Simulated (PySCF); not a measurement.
Compound: hydrogen, H2.
Cartesian coordinates in Å at the PBE0-D3(BJ)/def2-SVP level; atoms count from 1:
```xyz
2
H2 angstrom
H      0.3890   -0.0281    0.0015
H     -0.3715   -0.0007   -0.0136
```

The calculation used PBE0-D3(BJ)/def2-SVP geometry optimisation, gas phase in PySCF 2.14.0.

Take the most abundant isotopes and a rigid rotor. 

Question: What are the moment of inertia and the rotational constant?

Answer: I = 0.292 u·Å², B = 505379 MHz·u·Å²/I = 1730839 MHz (57.7346 cm⁻¹, or 83.067 K as hB/k). For two atoms I = μr² with μ = 0.5039 u and r = 0.7612 Å.

Question: List the first levels of a rigid rotor in a Σ state.

Answer: E(J) = BJ(J+1): J = 1: 115.469, J = 2: 346.407, J = 3: 692.815, J = 4: 1154.692, J = 5: 1732.037, J = 6: 2424.852 cm⁻¹.

Question: Has it a pure rotational spectrum?

Answer: Not by electric dipole: D∞h allows no dipole (computed 0.00 D). Rotational Raman lines (ΔJ = 2) lie at B(4J + 6), spaced by 4B = 230.938 cm⁻¹, with nuclear-spin weights that differ between even and odd J.

No frequency check. Zero-point vibration and centrifugal distortion are left out.
